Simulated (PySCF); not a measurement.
# Rotational lines of CdB⁺

Lines J+1 ← J of the vibrational ground state, computed from RHF-CCSD(T) constants of CdB⁺, ¹Σ⁺ (singlet), closed shell (PySCF, scalar-relativistic core potentials, basis sets Cd cc-pVDZ-PP with ECP28, B cc-pVDZ; masses 113.9034 and 11.0093 u), in MHz:

| J | ν (MHz) |
| --- | --- |
| 0 | 15557.3 |
| 1 | 31114.1 |
| 2 | 46669.6 |
| 3 | 62223.3 |
| 4 | 77774.7 |

(1) Find B0 and the effective bond length r0; with αe = 0.00224 cm⁻¹, find Re.

Correlated steps freeze 1 core orbital. Correlated levels converge slowly with the basis: in double zeta they bind strong bonds too weakly, by up to about 1 eV, and carry superposition errors of some tenths. For an ion De counts to the pair picked by the measured ionisation energies or electron affinities, which need not be the lowest pair at this level.

Results:

(1) ν = 2B0(J+1) − 4D(J+1)³ gives B0 = 0.25947 cm⁻¹. With the reduced mass μred = 10.039 u, r0 = √(16.8576/(μred·B0)) (u, cm⁻¹, Å) = 2.5440 Å. Be = B0 + αe/2 = 0.26059 cm⁻¹ gives Re = 2.538 Å.
